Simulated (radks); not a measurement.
Problem. Ionisation of the barium ion Ba2+, [Xe], to [Kr] 4d10 5s2 5p5 as the strength of local exchange is varied. Method: scalar-relativistic Kohn-Sham, Slater X-alpha exchange (alpha = 2/3 is LDA exchange), no correlation, spin-unpolarised, spherical densities, finite nucleus; Fermi nuclear charge, rms radius 4.8378 fm; computed with a radial shooting solver on a logarithmic mesh with Libxc functionals.

| alpha | E(Ba2+) (hartree) | exchange (hartree) | IE (eV) | -e of the level emptied (eV) | <r> of it (bohr) |
|---|---|---|---|---|---|
| 0.564 | -8094.4768 | -156.4189 | 33.488 | 28.011 (5p) | 1.932 |
| 0.605 | -8105.8881 | -168.0087 | 34.154 | 28.647 (5p) | 1.920 |
| 0.645 | -8117.0353 | -179.3444 | 34.809 | 29.275 (5p) | 1.909 |
| 0.667 | -8123.1723 | -185.5910 | 35.171 | 29.623 (5p) | 1.903 |
| x | -8096.1458 | -158.1131 | 33.585 | 28.103 (5p) | 1.931 |

Which alpha was used in the last row?

Solution. alpha = 0.57. NIST Atomic Spectra Database: 35.844 eV (measured). The central value is not met in this range of alpha. Spin polarisation and multiplet splitting are left out, so open shells lie too high by an amount that depends on their filling. Spin-orbit splitting is averaged out at the scalar-relativistic level.

Beside tabulated values, note that spin-unpolarised runs miss the spin-polarisation part of the exchange energy of open shells.
